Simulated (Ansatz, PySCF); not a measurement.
CH₅IO₂Si, SMILES C[Si](O)(O)I. Atoms are numbered in the order given.

```xyz
10

C      2.2566    -0.1903    -1.2410
Si     0.4595     0.2536    -1.1887
O     -0.4669    -0.5529    -2.3033
O      0.3459     1.8804    -1.4440
I     -0.4757    -0.3518     1.0510
H      2.8184     0.3949    -0.4978
H      2.6603     0.0306    -2.2425
H      2.4000    -1.2602    -1.0295
H     -1.0493    -1.2486    -1.9769
H     -0.5406     2.2543    -1.5210
```
Charge 0, spin multiplicity 1.

Coordinates come from a B3LYP-D3(BJ)/def2-SVP optimisation. This is a generated structure with no PubChem entry under its InChIKey; it may be hypothetical. The def2 effective core potentials stand for the cores of I; spin–orbit coupling is left out. Other conformers were not sampled.

Two levels are set side by side: PBE-D3(BJ)/def2-SVP (Ansatz, a program for electronic structure) and B3LYP-D3(BJ)/def2-SVP (Ansatz). Each level has its own optimised geometry; the coordinates shown are those of the second. Frequencies come from the Hessian of PySCF at each geometry. Differences are taken from unrounded values.

```json
[
 {"quantity": "mean bond length (Å)", "B3LYP-D3(BJ)": "1.433", "PBE-D3(BJ)": "1.441", "PBE-D3(BJ) minus B3LYP-D3(BJ)": "0.008"},
 {"quantity": "bond C1–Si2 (Å)", "B3LYP-D3(BJ)": "1.852", "PBE-D3(BJ)": "1.858", "PBE-D3(BJ) minus B3LYP-D3(BJ)": "0.006"},
 {"quantity": "bond Si2–O3 (Å)", "B3LYP-D3(BJ)": "1.659", "PBE-D3(BJ)": "1.674", "PBE-D3(BJ) minus B3LYP-D3(BJ)": "0.015"},
 {"quantity": "bond Si2–O4 (Å)", "B3LYP-D3(BJ)": "1.651", "PBE-D3(BJ)": "1.666", "PBE-D3(BJ) minus B3LYP-D3(BJ)": "0.015"},
 {"quantity": "bond Si2–I5 (Å)", "B3LYP-D3(BJ)": "2.501", "PBE-D3(BJ)": "2.503", "PBE-D3(BJ) minus B3LYP-D3(BJ)": "0.002"},
 {"quantity": "bond C1–H6 (Å)", "B3LYP-D3(BJ)": "1.100", "PBE-D3(BJ)": "1.107", "PBE-D3(BJ) minus B3LYP-D3(BJ)": "0.007"},
 {"quantity": "bond C1–H7 (Å)", "B3LYP-D3(BJ)": "1.102", "PBE-D3(BJ)": "1.109", "PBE-D3(BJ) minus B3LYP-D3(BJ)": "0.007"},
 {"quantity": "bond C1–H8 (Å)", "B3LYP-D3(BJ)": "1.100", "PBE-D3(BJ)": "1.107", "PBE-D3(BJ) minus B3LYP-D3(BJ)": "0.007"},
 {"quantity": "bond O3–H9 (Å)", "B3LYP-D3(BJ)": "0.964", "PBE-D3(BJ)": "0.973", "PBE-D3(BJ) minus B3LYP-D3(BJ)": "0.009"},
 {"quantity": "bond O4–H10 (Å)", "B3LYP-D3(BJ)": "0.965", "PBE-D3(BJ)": "0.974", "PBE-D3(BJ) minus B3LYP-D3(BJ)": "0.009"},
 {"quantity": "highest harmonic wavenumber (cm⁻¹)", "B3LYP-D3(BJ)": "3880", "PBE-D3(BJ)": "3764", "PBE-D3(BJ) minus B3LYP-D3(BJ)": "-116"},
 {"quantity": "mean harmonic wavenumber (cm⁻¹)", "B3LYP-D3(BJ)": "1208", "PBE-D3(BJ)": "1176", "PBE-D3(BJ) minus B3LYP-D3(BJ)": "-32"},
 {"quantity": "zero-point energy (kcal/mol)", "B3LYP-D3(BJ)": "41.44", "PBE-D3(BJ)": "40.34", "PBE-D3(BJ) minus B3LYP-D3(BJ)": "-1.10"}
]
```

Exact exchange shortens and stiffens bonds; PBE has none. Differences between two approximate levels are no errors against the true value.
